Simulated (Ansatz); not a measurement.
Reaction (cleavage of the Si–B bond): `[SiH3]B([SiH3])[SiH3]` + `O[SiH2][NH][AlH2]` → `[AlH2][NH][SiH2]O[SiH3]` + `[SiH3]B[SiH3]`

Computed with Ansatz on PBE0-D4/def2-TZVP structures; ΔE is electronic, products minus reactants. CCSD(T)/CBS adds triple-zeta CCSD(T) − MP2 to the extrapolated MP2 energy (def2 sets, frozen cores). DFT in def2-TZVPP. One conformer a species, not always the lowest.

(1) Is it downhill or uphill in electronic energy at CCSD(T)/CBS, and by how much? (Best estimate.)

(2) What do these levels give: LDA (SPW92), r2SCANh-D4, r2SCAN0-D4, revPBE, PBE0, r2SCANh, CAM-B3LYP, LC-ωPBE, MP2/def2-TZVPP, SCS-MP2/def2-TZVPP, SCS-MP2/def2-QZVPP, CCSD/CBS(def2)? (Estimate.)

Largest T1 diagnostic among the species: 0.015.

## Answers

(1) Computed: Downhill: ΔE = -104.3 kJ/mol.

(2) Ansatz gave: LDA (SPW92) -77.0, r2SCANh-D4 -98.2, r2SCAN0-D4 -101.1, revPBE -82.0, PBE0 -90.2, r2SCANh -98.6, CAM-B3LYP -115.2, LC-ωPBE -98.9, MP2/def2-TZVPP -110.3, SCS-MP2/def2-TZVPP -117.0, SCS-MP2/def2-QZVPP -117.5, CCSD/CBS(def2) -109.3 kJ/mol.

From BLYP to BHLYP (50 % exact exchange), in def2-TZVPP and without D4, ΔE moves by −17.6 kJ/mol. The D4 term adds +3.8 kJ/mol with B3LYP and +2.0 kJ/mol with PBE0; it sums over pairs of atoms, weighted by their polarisabilities, and B3LYP, whose exchange is more repulsive, gets the larger term.

B3LYP here is the variant with VWN-RPA as its local correlation; programs differ in this.
